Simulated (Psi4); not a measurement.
C₄H₉O₂ (SMILES [CH2]OCC(C)O), doublet, geometry from GFN2-xTB; CAM-B3LYP/STO-3G (Psi4).

The Psi4 input:
```
memory 2 GB

molecule mol {
0 2
C     2.444296   -1.025036   -0.300936
O     1.317205   -0.308743   -0.565840
C     0.463977   -0.082881    0.527388
C    -0.783686    0.657460    0.038948
C    -1.611087   -0.220084   -0.896231
O    -1.502908    1.029738    1.196426
H     2.490448   -1.629604    0.586972
H     3.008382   -1.275131   -1.176737
H     0.963180    0.529740    1.290565
H     0.168396   -1.032690    0.994369
H    -0.452329    1.556790   -0.505233
H    -1.989422   -1.084743   -0.354887
H    -2.453229    0.337928   -1.301646
H    -0.986440   -0.559316   -1.717278
H    -2.344360    1.412315    0.924168
}

set {
  basis sto-3g
  reference uks
  scf_type pk
  puream true
  d_convergence 1e-8
  dft_radial_points 99
  dft_spherical_points 590
}

energy('cam-b3lyp')
print_variables()
```

The log (banner, timings and long lists left out):

```
   => Loading Basis Set <=

    Name: STO-3G
    Role: ORBITAL
    Keyword: BASIS

         ---------------------------------------------------------
                                   SCF
               by Justin Turney, Rob Parrish, Andy Simmonett
                          and Daniel G. A. Smith
                              UKS Reference
         ---------------------------------------------------------

  ==> Geometry <==

    Molecular point group: c1
    Full point group: C1

    Geometry (in Angstrom), charge = 0, multiplicity = 2:

       Center              X                  Y                   Z               Mass
    ------------   -----------------  -----------------  -----------------  -----------------
         C            2.426512101607    -1.044431835499    -0.314933635522    12.000000000000
         O            1.299421101607    -0.328138835499    -0.579837635522    15.994914619570
         C            0.446193101607    -0.102276835499     0.513390364478    12.000000000000
         C           -0.801469898393     0.638064164501     0.024950364478    12.000000000000
         C           -1.628870898393    -0.239479835499    -0.910228635522    12.000000000000
         O           -1.520691898393     1.010342164501     1.182428364478    15.994914619570
         H            2.472664101607    -1.648999835499     0.572974364478     1.007825032230
         H            2.990598101607    -1.294526835499    -1.190734635522     1.007825032230
         H            0.945396101607     0.510344164501     1.276567364478     1.007825032230
         H            0.150612101607    -1.052085835499     0.980371364478     1.007825032230
         H           -0.470112898393     1.537394164501    -0.519230635522     1.007825032230
         H           -2.007205898393    -1.104138835499    -0.368884635522     1.007825032230
         H           -2.471012898393     0.318532164501    -1.315643635522     1.007825032230
         H           -1.004223898393    -0.578711835499    -1.731275635522     1.007825032230
         H           -2.362143898393     1.392919164501     0.910170364478     1.007825032230

  Running in c1 symmetry.

  Rotational constants: A =      0.25573  B =      0.06591  C =      0.05619 [cm^-1]
  Rotational constants: A =   7666.71437  B =   1976.03890  C =   1684.56919 [MHz]
  Nuclear repulsion =  250.995075902659067

  Charge       = 0
  Multiplicity = 2
  Electrons    = 49
  Nalpha       = 25
  Nbeta        = 24

  ==> Algorithm <==

  SCF Algorithm Type is PK.
  DIIS enabled.
  MOM disabled.
  Fractional occupation disabled.
  Guess Type is SAD.
  Energy threshold   = 1.00e-06
  Density threshold  = 1.00e-08
  Integral threshold = 1.00e-12

  ==> Primary Basis <==

  Basis Set: STO-3G
    Blend: STO-3G
    Number of shells: 27
    Number of basis functions: 39
    Number of Cartesian functions: 39
    Spherical Harmonics?: true
    Max angular momentum: 1

  ==> DFT Potential <==

   => LibXC <=

    Version 7.1.2
    S. Lehtola, C. Steigemann, M. J. T. Oliveira, and M. A. L. Marques,  SoftwareX 7, 1–5 (2018) (10.1016/j.softx.2017.11.002)

   => Composite Functional: CAM-B3LYP <=

    CAM-B3LYP Hyb-GGA Exchange-Correlation Functional

    T. Yanai, D. P. Tew, and N. C. Handy,  Chem. Phys. Lett. 393, 51 (2004) (10.1016/j.cplett.2004.06.011)

    Deriv               =              1
    GGA                 =           TRUE
    Meta                =          FALSE

    Exchange Hybrid     =           TRUE
    MP2 Hybrid          =          FALSE

   => Exchange Functionals <=

    0.3500         Becke 88 [omega = 0.3300]
    0.4600   Short-range recipe for B88 functional - erf [omega = 0.3300]

   => Exact (HF) Exchange <=

    0.4600            HF,LR [omega = 0.3300]
    0.1900               HF

   => Correlation Functionals <=

    0.1900   Vosko, Wilk & Nusair (VWN5)
    0.8100   Lee, Yang & Parr

   => LibXC Density Thresholds  <==

    XC_HYB_GGA_XC_CAM_B3LYP:  1.00E-14

   => Molecular Quadrature <=

    Radial Scheme          =       TREUTLER
    Pruning Scheme         =           NONE
    Nuclear Scheme         =       TREUTLER

    Blocking Scheme        =         OCTREE
    BS radius alpha        =              1
    Pruning alpha          =              1
    Radial Points          =             99
    Spherical Points       =            590
    Total Points           =         812294
    Total Blocks           =           5634
    Max Points             =            256
    Max Functions          =             37
    Weights Tolerance      =       1.00E-15

  ==> Integral Setup <==

  Using in-core PK algorithm.
   Calculation information:
      Number of atoms:                  15
      Number of AO shells:              27
      Number of primitives:             81
      Number of atomic orbitals:        39
      Number of basis functions:        39

      Integral cutoff                 1.00e-12
      Number of threads:                 1

  Performing in-core PK
  Using 913770 doubles for integral storage.
  We computed 66093 shell quartets total.
  Whereas there are 71631 unique shell quartets.

  Computing range-separated integrals for PK
  We computed 66093 wK shell quartets total.
  Whereas there are 71631 wK unique shell quartets.

  ==> DiskJK: Disk-Based J/K Matrices <==

    J tasked:                  Yes
    K tasked:                  Yes
    wK tasked:                 Yes
    Omega:               3.300E-01
    Schwarz Cutoff:          1E-12

  Minimum eigenvalue in the overlap matrix is 2.0729815364E-01.
  Reciprocal condition number of the overlap matrix is 8.3316472269E-02.
    Using symmetric orthogonalization.

  ==> Pre-Iterations <==

  SCF Guess: Superposition of Atomic Densities via on-the-fly atomic UHF (no occupation information).

   -------------------------
    Irrep   Nso     Nmo
   -------------------------
     A         39      39
   -------------------------
    Total      39      39
   -------------------------

  ==> Iterations <==

                        Total Energy        Delta E     RMS |[F,P]|

   @UKS iter SAD:  -300.58675202834092   -3.00587e+02   0.00000e+00
   @UKS iter   1:  -303.98269163715185   -3.39594e+00   7.27533e-03 DIIS/ADIIS
   @UKS iter   2:  -304.02024368228206   -3.75520e-02   4.67806e-03 DIIS/ADIIS
   @UKS iter   3:  -304.03941774268401   -1.91741e-02   4.50508e-04 DIIS/ADIIS
   @UKS iter   4:  -304.03968292381904   -2.65181e-04   1.20216e-04 DIIS/ADIIS
   @UKS iter   5:  -304.03970787324022   -2.49494e-05   5.53532e-05 DIIS
   @UKS iter   6:  -304.03971473019840   -6.85696e-06   1.29155e-05 DIIS
   @UKS iter   7:  -304.03971522387951   -4.93681e-07   6.77987e-06 DIIS
   @UKS iter   8:  -304.03971527900325   -5.51237e-08   1.45797e-06 DIIS
   @UKS iter   9:  -304.03971528224082   -3.23757e-09   5.77423e-07 DIIS
   @UKS iter  10:  -304.03971528280169   -5.60874e-10   1.24607e-07 DIIS
   @UKS iter  11:  -304.03971528284688   -4.51905e-11   3.39663e-08 DIIS
   @UKS iter  12:  -304.03971528284961   -2.72848e-12   9.77989e-09 DIIS
  Energy and wave function converged.

  ==> Post-Iterations <==

   Electrons on quadrature grid:
      Nalpha   =   25.0000014361 ; deviation = 1.436e-06
      Nbeta    =   24.0000014616 ; deviation = 1.462e-06
      Ntotal   =   49.0000028976 ; deviation = 2.898e-06

   @Spin Contamination Metric:   2.112650897E-03
   @S^2 Expected:                7.500000000E-01
   @S^2 Observed:                7.521126509E-01
   @S   Expected:                5.000000000E-01
   @S   Observed:                5.000000000E-01

    Orbital Energies [Eh]
    ---------------------

    Alpha Occupied:

[...]
      25A     -0.134176

    Alpha Virtual:

[...]
    Beta Occupied:

[...]
    Beta Virtual:

[...]
    Final Occupation by Irrep:
              A
    DOCC [    24 ]
    SOCC [     1 ]
    NA   [    25 ]
    NB   [    24 ]

  @UKS Final Energy:  -304.03971528284961

   => Energetics <=

    Nuclear Repulsion Energy =            250.9950759026590674
    One-Electron Energy =                -912.9683066071245321
    Two-Electron Energy =                 388.5758829171861635
    DFT Exchange-Correlation Energy =     -30.6423674955703191
    Empirical Dispersion Energy =           0.0000000000000000
    VV10 Nonlocal Energy =                  0.0000000000000000
    Total Energy =                       -304.0397152828496132

  UHF NO Occupations:
  HONO-2 :   23  A 1.9997769
  HONO-1 :   24  A 1.9993564
  HONO-0 :   25  A 1.0000000
  LUNO+0 :   26  A 0.0006436
  LUNO+1 :   27  A 0.0002231
  LUNO+2 :   28  A 0.0001577
  LUNO+3 :   29  A 0.0000185

Computation Completed

Properties will be evaluated at   0.000000,   0.000000,   0.000000 [a0]

Properties computed using the SCF density matrix

 Multipole Moments:

 ------------------------------------------------------------------------------------
     Multipole            Electronic (a.u.)      Nuclear  (a.u.)        Total (a.u.)
 ------------------------------------------------------------------------------------

 L = 1.  Multiply by 2.5417464519 to convert [e a0] to [Debye]
 Dipole X            :          1.1047563           -1.6467244           -0.5419681
 Dipole Y            :          1.7937218           -1.7959824           -0.0022606
 Dipole Z            :          1.1978149           -1.2961426           -0.0983277
 Magnitude           :                                                    0.5508201

 ------------------------------------------------------------------------------------

  Variable Map:
  ----------------------------------------------------------------------------
[...]
  Array Variable Map:
  ----------------------------------------------------------------------------
[...]
[...]
```
